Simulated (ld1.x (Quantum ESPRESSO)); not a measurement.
**Before and after: RRKJ potential for indium**

- Element: In
- Generator: ld1.x (Quantum ESPRESSO) 7.5
- Type: norm-conserving RRKJ (Kleinman–Bylander form)
- Functional: PBE
- Relativity: fully relativistic
- Frozen core: [Kr] 4d10
- Valence charge: 3
- Reference configuration: 5s2 5p1
- Partial waves: 5p (bound): rc 2.80 bohr; 5d channel at 0.3 Ry: rc 3.00 bohr; 5s (bound): rc 2.40 bohr
- Local potential: the s channel
- Core correction: none
- rho0: 0.005

Open shells are filled in proportion to 2j + 1 (rel_dist='average').

Change: wave 5s (bound): rc 2.40 bohr becomes 5s (bound): rc 2.12 bohr.

Cutoffs: the cutoffs (Ry, on a coarse ladder) from which the occupation-weighted sum of valence levels, in a spherical-Bessel basis at the reference potential, stays within 10 and 1 mRy of its value at 400 Ry; they do not see the model core or the augmentation charge, which bear on the density cutoff. Errors are all-electron minus pseudo energies relative to the spin-unpolarised reference configuration.

Problem. Predict the effect on cutoff, ghosts and configuration errors.

Solution. The potential gets harder (15 Ry and 25 Ry → 18 Ry and 30 Ry); the errors of the 7 common tests hardly move; neither file shows a bound ghost. A smaller radius makes the pseudo-wave follow the all-electron one further in, where it bends more sharply, so more plane waves are needed.

| quantity | base | changed |
| --- | --- | --- |
| cutoff, loose | 15 Ry | 18 Ry |
| cutoff, tight | 25 Ry | 30 Ry |
| bound ghosts | none | none |
| error for 5s2 5p0, meV [ΔE 5.37 eV] | +24 | +23 |
| error for 5s1 5p0, meV [ΔE 24.61 eV] | +117 | +117 |
| error for 5s2 5p0.5, meV [ΔE 1.95 eV] | +4.1 | +3.9 |
| error for 5s1 5p1, meV [ΔE 11.95 eV] | +9.3 | +10 |
| error for 5s1 5p2, meV [ΔE 5.83 eV] | +20 | +19 |
| error for 5s2 5p1.3, meV [ΔE -0.53 eV] | +0.8 | +0.7 |
| error for 5s0 5p3, meV [ΔE 11.92 eV] | +98 | +99 |
| s: phases at 3.24 bohr within 0.05 rad from the reference energy up to (Ry; the scan ends near 5) | 1.3 | 1.5 |
| p1/2: phases at 3.24 bohr within 0.05 rad from the reference energy up to (Ry; the scan ends near 5) | 2.4 | 2.5 |
| p3/2: phases at 3.24 bohr within 0.05 rad from the reference energy up to (Ry; the scan ends near 5) | 2.4 | 2.5 |
| d3/2: phases at 3.24 bohr within 0.05 rad from the reference energy up to (Ry; the scan ends near 5) | 0.7 | 0.7 |
| d5/2: phases at 3.24 bohr within 0.05 rad from the reference energy up to (Ry; the scan ends near 5) | 0.7 | 0.7 |
